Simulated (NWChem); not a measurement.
System: C4H5NS; SMILES Nc1ccsc1

```xyz
11

N      0.2547    -2.3921    -0.0932
C      0.0748    -1.0003    -0.0097
C     -1.2298    -0.3962    -0.0159
C     -1.1865     0.9680    -0.0008
S      0.4414     1.5606     0.0097
C      1.0760    -0.0602     0.0127
H     -0.4402    -2.9153     0.4289
H      1.1838    -2.6933     0.1794
H     -2.1510    -0.9698    -0.0440
H     -2.0181     1.6595    -0.0018
H      2.1450    -0.2254     0.0167
```
Atoms are numbered in this order, from 1.

Coordinates come from a B3LYP/6-31G* (spherical d) optimisation. B3LYP is NWChem's, with the RPA form of VWN correlation.

Task: Give the principal values of the shielding tensors (ppm) of N1, C2, C3, C4, S5 from B3LYP/6-31G* (spherical d), GIAO (NWChem), with their diamagnetic and paramagnetic parts as GIAO splits them.

Result: 
```tsv
atom	σ11	σ22	σ33	isotropic	diamagnetic	paramagnetic
N1	172.4	192.8	246.2	203.8	322.7	-118.9
C2	-11.1	44.1	131.0	54.7	247.8	-193.1
C3	10.0	72.8	150.5	77.7	255.8	-178.1
C4	-16.1	62.5	152.5	66.3	260.5	-194.2
S5	220.1	396.0	423.8	346.6	1057.5	-710.8
```
